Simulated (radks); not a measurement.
Problem. Ag I, 47 electrons, occupied as [Kr] 4d10 5s1. Method: scalar-relativistic Kohn-Sham, SCAN, spin-polarised, spherical densities, finite nucleus; open shells are filled with parallel spins first (spin-orbit coupling, left out, can overturn this in heavy ions); meta-GGA in the generalised Kohn-Sham scheme; Fermi nuclear charge, rms radius 4.5454 fm; computed with a radial shooting solver on a logarithmic mesh with Libxc functionals. Some entries of the table are withheld. Estimate them.

| orbital | occ. | eigenvalue (eV) | <1/r> (bohr^-1) |
|---|---|---|---|
| 1s up | 1 | -25379.14 | 49.43 |
| 1s down | 1 | -25379.11 | 49.43 |
| 2s down | 1 | -3751.861 | 11.25 |
| 2s up | 1 | -3751.846 | 11.25 |
| 2p down | 3 | -3361.767 | 10.85 |
| 2p up | 3 | -3361.762 | 10.85 |
| 3s up | 1 | -693.9502 | 3.957 |
| 3s down | 1 | -693.9429 | 3.957 |
| 3p up | 3 | -564.6347 | 3.763 |
| 3p down | 3 | -564.6260 | 3.763 |
| 3d down | 5 | -361.6628 | 3.530 |
| 3d up | 5 | -361.6617 | 3.530 |
| 4s down | 1 | -97.8932 | 1.501 |
| 4s up | 1 | -97.8229 | 1.503 |
| 4p down | 3 | -60.4134 | 1.350 |
| 4p up | 3 | -60.3331 | 1.350 |
| 4d up | 5 | -7.6951 | 0.9617 |
| 4d down | 5 | -7.4712 | 0.9798 |
| 5s up | 1 | -5.1383 | (1) |

Solution. 
(1) 5s up <1/r> (bohr^-1): 0.4158
